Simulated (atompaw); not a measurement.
PBEsol PAW (atompaw) dataset for chlorine, scalar-relativistic all-electron reference.

| Quantity | Value |
| --- | --- |
| Element | chlorine |
| Generator | atompaw 4.2.0.5 |
| Type | PAW |
| Functional | PBEsol |
| Relativity | scalar-relativistic |
| Frozen core | [Ne] |
| Valence charge | 7 |
| Reference configuration | 3s2 3p5 |
| Partial waves | 3s (bound): rc 1.40 bohr; 3s channel at -0.7 Ry: rc 1.40 bohr; 3p (bound): rc 1.05 bohr; 3p channel at 0.3 Ry: rc 1.05 bohr |
| Local potential | troulliermartins scheme with l = 2 at 0 Ry, radius 0.95 bohr |
| Core correction | smooth core density matched at 1.25 bohr |
| Augmentation charge | besselshape compensation charge, radius 1.15 bohr; PAW radius 1.40 bohr; waves and projectors: custom rrkj vanderbiltortho |

All-electron outer shells of the reference configuration (PBEsol, scalar-relativistic, ld1.x):

```
shell  level (eV)  outermost node (bohr)  outermost maximum (bohr)
   2s     -252.19                   0.12                      0.36
   2p     -191.42                      –                      0.30
   3s      -20.62                   0.56                      1.27
   3p       -8.56                   0.53                      1.43
```

(1) Estimate the cutoffs (Ry, on a coarse ladder) from which the occupation-weighted sum of valence levels, in a spherical-Bessel basis at the reference potential, stays within 10 and 1 mRy of its value at 400 Ry.

(2) Does the potential have ghost states?

(3) Is the overlap operator S = 1 + Σ q|β⟩⟨β| positive definite (Bessel basis up to 400 Ry)?

(4) Which valence shell sets the plane-wave cutoff?

Results:

(1) 50 Ry and 80 Ry.

(2) Ghost state, extra bound levels that the all-electron valence spectrum of the same l lacks: p at -104.0 eV. A true bound ghost makes a file unfit for plane-wave use.

(3) Yes: its lowest eigenvalue is 0.28 (s channel).

(4) 3p: its level needs 50 Ry to come within 1 mRy, against 18 Ry for 3s.
